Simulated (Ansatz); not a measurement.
Stepwise reaction of `O[Si](O)(F)Cl` with hydrogen chloride, as a gas-phase model of exchange steps in deposition or etching. ΔE in kJ/mol.

Computed with Ansatz on PBE0-D4/def2-TZVP structures; ΔE is electronic, products minus reactants. CCSD(T)/CBS is the MP2 limit (def2-TZVPP, def2-QZVPP) plus CCSD(T) − MP2 in def2-TZVPP, frozen cores. This one scheme is used for every species. Functionals use def2-TZVPP. B3LYP here is the variant with VWN-RPA as its local correlation; programs differ in this. One conformer a species, not always the lowest.

```
step                                          reaction  PBE-D4  B3LYP-D4  ωB97M-V  CCSD(T)/CBS
   2  `O[Si](F)(Cl)Cl` + HCl → `F[Si](Cl)(Cl)Cl` + H₂O    10.6      19.3     18.6         16.9
```

Task: Give the row of step 1, `O[Si](O)(F)Cl` + HCl → `O[Si](F)(Cl)Cl` + H₂O. (Best estimate.)

Result: Computed: 
```tsv
step	reaction	PBE-D4	B3LYP-D4	ωB97M-V	CCSD(T)/CBS
1	`O[Si](O)(F)Cl` + HCl → `O[Si](F)(Cl)Cl` + H₂O	9.6	18.5	17.3	16.2
```

Task: By hand: ΔE of the 2 steps together at CCSD(T)/CBS.

Result: (16.2) + (16.9) = 33.1 kJ/mol, or 16.5 kJ/mol a step.

In ΔE the steps differ by no more than 0.7 kJ/mol. All are uphill at CCSD(T)/CBS. PBE-D4 differs from CCSD(T)/CBS by -6.6 to -6.3 kJ/mol a step. Isolated molecules leave out the surface, adducts and barriers. Largest T1 diagnostic: 0.011.
